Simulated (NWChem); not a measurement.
# CAgClO; SMILES [O+]#[C-]->[Ag][Cl]

```xyz
4

Ag    -0.0020     0.0154     0.0000
Cl     0.0027    -2.2518     0.0000
O      0.0042     3.1305     0.0000
C     -0.0004     1.9857     0.0000
```
Atoms are numbered in this order, from 1.

Level: PBE-D3(BJ)/def2-SVP with def2 effective core potentials on Ag (NWChem), optimised geometry, unscaled harmonic frequencies. def2 effective core potentials on Ag; no spin-orbit coupling.

```json
[
 {"frequency (cm⁻¹)": "66", "IR intensity (km/mol)": "2.0"},
 {"frequency (cm⁻¹)": "318", "IR intensity (km/mol)": "0.7"},
 {"frequency (cm⁻¹)": "322", "IR intensity (km/mol)": "0.8"},
 {"frequency (cm⁻¹)": "331", "IR intensity (km/mol)": "29.3"},
 {"frequency (cm⁻¹)": "419", "IR intensity (km/mol)": "0.8"},
 {"frequency (cm⁻¹)": "2141", "IR intensity (km/mol)": "595.3"}
]
```

```yaml
zero_point_energy: 5.1 kcal/mol
thermal correction to the enthalpy at 298.15 K (with zero-point energy): 8.9 kcal/mol
heat capacity Cv: 14.2 cal/(mol K)
entropy at 298.15 K and 1 atm (symmetry number 1): 66.8 cal/(mol K)
```

Rigid rotor and harmonic oscillator; modes under 100 cm⁻¹ make the entropy uncertain.
